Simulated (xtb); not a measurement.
sulfuric acid (H2O4S), singlet, from a rough starting geometry; GFN2-xTB (xtb).

Here is a job for xtb.
```
$ xtb mol.xyz --gfn 2 --opt vtight --json

# file mol.xyz
7

O     -0.66708454     1.11326833     0.27304850
S     -0.23893170    -0.39754976    -0.00660965
O     -0.78437482    -0.74059203    -1.24877047
O     -0.45994498    -1.19236826     1.05276248
O      1.28786466    -0.11955943    -0.23374116
H     -0.88520315     1.43971590    -0.54558039
H      1.73525897    -0.26990775     0.64337618
```

What the program printed (banner, timings and long lists left out):

```
   ID    Z sym.   atoms
    1    8 O      1, 3-5
    2   16 S      2
    3    1 H      6, 7

           -------------------------------------------------
          |                Calculation Setup                |
           -------------------------------------------------

           -------------------------------------------------
          |                 G F N 2 - x T B                 |
           -------------------------------------------------

          ...................................................
          :                      SETUP                      :
          :.................................................:
          :  # basis functions                  28          :
          :  # atomic orbitals                  27          :
          :  # shells                           13          :
          :  # electrons                        32          :
          :  max. iterations                   250          :
          :  Hamiltonian                  GFN2-xTB          :
          :  restarted?                      false          :
          :  GBSA solvation                  false          :
          :  PC potential                    false          :
          :  electronic temp.          300.0000000     K    :
          :  accuracy                    1.0000000          :
          :  -> integral cutoff          0.2500000E+02      :
          :  -> integral neglect         0.1000000E-07      :
          :  -> SCF convergence          0.1000000E-05 Eh   :
          :  -> wf. convergence          0.1000000E-03 e    :
          :  Broyden damping             0.4000000          :
          :  net charge                          0          :
          :  unpaired electrons                  0          :
          ...................................................

 iter      E             dE          RMSdq      gap      omega  full diag
   1    -20.6510806 -0.206511E+02  0.950E+00   10.82       0.0  T
   2    -20.6630846 -0.120041E-01  0.555E+00   10.13       1.0  T
   3    -20.6692270 -0.614237E-02  0.108E+00    9.58       1.0  T
   4    -20.6701951 -0.968089E-03  0.596E-01    9.62       1.0  T
   5    -20.6706822 -0.487131E-03  0.217E-01    9.62       1.0  T
   6    -20.6707629 -0.807156E-04  0.839E-02    9.61       1.0  T
   7    -20.6707683 -0.530786E-05  0.211E-02    9.60       1.8  T
   8    -20.6707690 -0.770578E-06  0.558E-03    9.60       6.8  T
   9    -20.6707690 -0.751503E-08  0.163E-03    9.59      23.1  T
  10    -20.6707690 -0.306503E-08  0.232E-04    9.59     162.6  T
  11    -20.6707690 -0.290221E-10  0.929E-05    9.59     406.9  T

   *** convergence criteria satisfied after 11 iterations ***

         :::::::::::::::::::::::::::::::::::::::::::::::::::::
         ::                     SUMMARY                     ::
         :::::::::::::::::::::::::::::::::::::::::::::::::::::
         :: total energy             -20.538935107513 Eh    ::
         :: gradient norm              0.181733438603 Eh/a0 ::
         :: HOMO-LUMO gap              9.594879452623 eV    ::
         ::.................................................::
         :: SCC energy               -20.670768473681 Eh    ::
         :: -> isotropic ES            0.065806060550 Eh    ::
         :: -> anisotropic ES         -0.010661974072 Eh    ::
         :: -> anisotropic XC         -0.006991357674 Eh    ::
         :: -> dispersion             -0.004246091722 Eh    ::
         :: repulsion energy           0.131833366168 Eh    ::
         :: add. restraining           0.000000000000 Eh    ::
         :: total charge               0.000000000000 e     ::
         :::::::::::::::::::::::::::::::::::::::::::::::::::::

      -----------------------------------------------------------
     |                   =====================                   |
     |                        A N C O P T                        |
     |                   =====================                   |
     |               Approximate Normal Coordinate               |
     |                Rational Function Optimizer                |
      -----------------------------------------------------------
      -----------------------------------------------------------
     |                   =====================                   |
     |                        A N C O P T                        |
     |                   =====================                   |
     |               Approximate Normal Coordinate               |
     |                Rational Function Optimizer                |
      -----------------------------------------------------------

          ...................................................
          :                      SETUP                      :
          :.................................................:
          :   optimization level         verytight          :
          :   max. optcycles                   200          :
          :   ANC micro-cycles                  20          :
          :   degrees of freedom                15          :
          :.................................................:
          :   RF solver                   davidson          :
          :   write xtbopt.log                true          :
          :   linear?                        false          :
          :   energy convergence         0.1000000E-06 Eh   :
          :   grad. convergence          0.2000000E-03 Eh/α :
          :   maxmium RF displ.          1.0000000          :
          :   Hlow (freq-cutoff)         0.1000000E-01      :
          :   Hmax (freq-cutoff)         5.0000000          :
          :   S6 in model hess.         20.0000000          :
          ...................................................

generating ANC from exact Hessian ...
Using Lindh-Hessian (1995)
 Shifting diagonal of input Hessian by    0.0000000000000000
 Lowest  eigenvalues of input Hessian
    0.000000    0.000000    0.000000    0.000000    0.000000    0.000000
[...]
 * total energy  :   -20.5518200 Eh     change       -0.5555017E-04 Eh
 * total energy  :   -20.5518409 Eh     change       -0.2083715E-04 Eh
 * total energy  :   -20.5518503 Eh     change       -0.9403738E-05 Eh
 * total energy  :   -20.5518563 Eh     change       -0.6074717E-05 Eh
 * total energy  :   -20.5518581 Eh     change       -0.1733326E-05 Eh
 * total energy  :   -20.5518584 Eh     change       -0.3116073E-06 Eh
 * total energy  :   -20.5518587 Eh     change       -0.2708247E-06 Eh
 * total energy  :   -20.5518591 Eh     change       -0.4506669E-06 Eh
 * total energy  :   -20.5518595 Eh     change       -0.3505269E-06 Eh
 * total energy  :   -20.5518597 Eh     change       -0.2691409E-06 Eh
 * total energy  :   -20.5518599 Eh     change       -0.1863927E-06 Eh
 * total energy  :   -20.5518600 Eh     change       -0.1168347E-06 Eh
 * total energy  :   -20.5518601 Eh     change       -0.4964289E-07 Eh
   *** GEOMETRY OPTIMIZATION CONVERGED AFTER 19 ITERATIONS ***
[...]
   2    -20.6532308 -0.130740E-11  0.536E-05    8.82     705.7  T
   3    -20.6532308 -0.117595E-11  0.117E-05    8.82    3241.4  T

   *** convergence criteria satisfied after 3 iterations ***

         :::::::::::::::::::::::::::::::::::::::::::::::::::::
         ::                     SUMMARY                     ::
         :::::::::::::::::::::::::::::::::::::::::::::::::::::
         :: total energy             -20.551860077460 Eh    ::
         :: gradient norm              0.000093374295 Eh/a0 ::
         :: HOMO-LUMO gap              8.823257424781 eV    ::
         ::.................................................::
         :: SCC energy               -20.653230146937 Eh    ::
         :: -> isotropic ES            0.068868903305 Eh    ::
         :: -> anisotropic ES         -0.007882337614 Eh    ::
         :: -> anisotropic XC         -0.005587392065 Eh    ::
         :: -> dispersion             -0.004220315220 Eh    ::
         :: repulsion energy           0.101370069476 Eh    ::
         :: add. restraining           0.000000000000 Eh    ::
         :: total charge              -0.000000000000 e     ::
         :::::::::::::::::::::::::::::::::::::::::::::::::::::

           -------------------------------------------------
          |                Property Printout                |
           -------------------------------------------------

    * Orbital Energies and Occupations

         #    Occupation            Energy/Eh            Energy/eV
      -------------------------------------------------------------
         1        2.0000           -0.8202793             -22.3209
       ...           ...                  ...                  ...
         4        2.0000           -0.6969843             -18.9659
         5        2.0000           -0.6684259             -18.1888
         6        2.0000           -0.6351220             -17.2826
         7        2.0000           -0.6097280             -16.5915
         8        2.0000           -0.5922032             -16.1147
         9        2.0000           -0.5826180             -15.8538
        10        2.0000           -0.5412499             -14.7282
        11        2.0000           -0.5311371             -14.4530
        12        2.0000           -0.5169879             -14.0680
        13        2.0000           -0.4888557             -13.3024
        14        2.0000           -0.4870925             -13.2545
        15        2.0000           -0.4842717             -13.1777
        16        2.0000           -0.4726585             -12.8617 (HOMO)
        17                         -0.1484098              -4.0384 (LUMO)
        18                         -0.0677302              -1.8430
        19                         -0.0425662              -1.1583
        20                          0.0011397               0.0310
        21                          0.1026110               2.7922
        22                          0.1539798               4.1900
        23                          0.1790749               4.8729
        24                          0.2430460               6.6136
        25                          0.6968960              18.9635
        26                          1.1357942              30.9065
        27                          1.2814010              34.8687
      -------------------------------------------------------------
                  HL-Gap            0.3242487 Eh            8.8233 eV
             Fermi-level           -0.3105342 Eh           -8.4501 eV

     #   Z          covCN         q      C6AA      α(0)
     1   8 O        1.664    -0.557    24.152     6.634
     2  16 S        3.520     1.621    90.582    16.019
     3   8 O        0.860    -0.617    26.534     6.906
     4   8 O        0.860    -0.617    26.534     6.906
     5   8 O        1.664    -0.557    24.151     6.634
     6   1 H        0.848     0.363     0.553     1.165
     7   1 H        0.848     0.363     0.553     1.165

 Mol. C6AA /au·bohr⁶  :        957.711733
 Mol. C8AA /au·bohr⁸  :      25965.176874
 Mol. α(0) /au        :         45.430856

Wiberg/Mayer (AO) data.
largest (>0.10) Wiberg bond orders for each atom

 ---------------------------------------------------------------------------
     #   Z sym  total        # sym  WBO       # sym  WBO       # sym  WBO
 ---------------------------------------------------------------------------
     1   8 O    2.015 --     2 S    0.938     6 H    0.850
     2  16 S    4.936 --     4 O    1.522     3 O    1.522     5 O    0.938
                             1 O    0.938
     3   8 O    1.839 --     2 S    1.522     4 O    0.137
     4   8 O    1.839 --     2 S    1.522     3 O    0.137
     5   8 O    2.015 --     2 S    0.938     7 H    0.850
     6   1 H    0.868 --     1 O    0.850
     7   1 H    0.868 --     5 O    0.850
 ---------------------------------------------------------------------------

Topologies differ in total number of bonds
Writing topology from bond orders to xtbtopo.mol

molecular dipole:
                 x           y           z       tot (Debye)
 q only:        0.573       0.896       0.077
   full:        0.710       1.109       0.095       3.355
molecular quadrupole (traceless):
                xx          xy          yy          xz          yz          zz
 q only:        3.390      -3.641       0.492       2.934      -1.742      -3.882
  q+dip:        3.762      -4.279       0.391       3.624      -2.213      -4.153
   full:        3.954      -4.487       0.416       3.760      -2.292      -4.370

optimized geometry written to: xtbopt.xyz

           -------------------------------------------------
          | TOTAL ENERGY              -20.551860077460 Eh   |
          | GRADIENT NORM               0.000093374295 Eh/α |
          | HOMO-LUMO GAP               8.823257424781 eV   |
           -------------------------------------------------

normal termination of xtb
```
